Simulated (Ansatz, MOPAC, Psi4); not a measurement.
Species: 1,1,1,2-tetrafluoroethane, C$_{2}$H$_{2}$F$_{4}$ (charge 0, singlet). SMILES: FC(F)(CF)F
Geometry from a B3LYP-D3(BJ)/def2-TZVP (Ansatz, a first-principles code) optimisation:
```xyz
8

F     -1.6811    -0.9996     0.1245
C     -1.1517     0.2566    -0.0625
C      0.3646     0.1829    -0.0217
F      0.8538    -0.6115    -0.9848
F      0.8125    -0.2755     1.1561
F      0.8677     1.4206    -0.2063
H     -1.4937     0.9174     0.7350
H     -1.4596     0.6393    -1.0362
```

Quantity: vertical ionisation energy to the doublet, in eV. Terms: each state is the SCF solution reached for its charge and spin; open shells spin-unrestricted; non-relativistic; valence correlation only; dispersion terms only where a functional's name holds one; no spin-orbit coupling; PM7 with its own dispersion and hydrogen-bond terms; 6-311+G** with 5d; six Cartesian d functions in 6-31G* and its kin unless marked 5d. First-principles rows: single points at B3LYP-D3(BJ) geometries (Ansatz). Semi-empirical rows: differences of heats of formation at the shared geometry for vertical values.

```
level               program  vertical ionisation energy to the doublet (eV)
------------------  -------  ----------------------------------------------
PM3                   MOPAC                                           13.69
PM7                   MOPAC                                           13.87
MNDO                  MOPAC                                           13.90
PBE/6-311+G**        Ansatz                                           12.55
B3LYP/6-31G*         Ansatz                                           12.67
wB97X-D/6-31G*         Psi4                                           12.93
MP2/6-311+G**        Ansatz                                           14.74
PBE/def2-TZVPD       Ansatz                                           12.43
PBE0/def2-TZVPD      Ansatz                                           13.13
wB97M-V/def2-TZVPD   Ansatz                                           13.36
```

No value to compare with is used here. The 7 habitual levels span 12.55 (PBE/6-311+G**) to 14.74 eV (MP2/6-311+G**); PBE0/def2-TZVPD gives 13.13.

The levels are drawn from those run, B3LYP/6-31G* more often than the rest, none by its result; left out are runs that failed, that the program found above a lower state of the same kind, or whose <S^2> lies over 0.5 above the pure value.
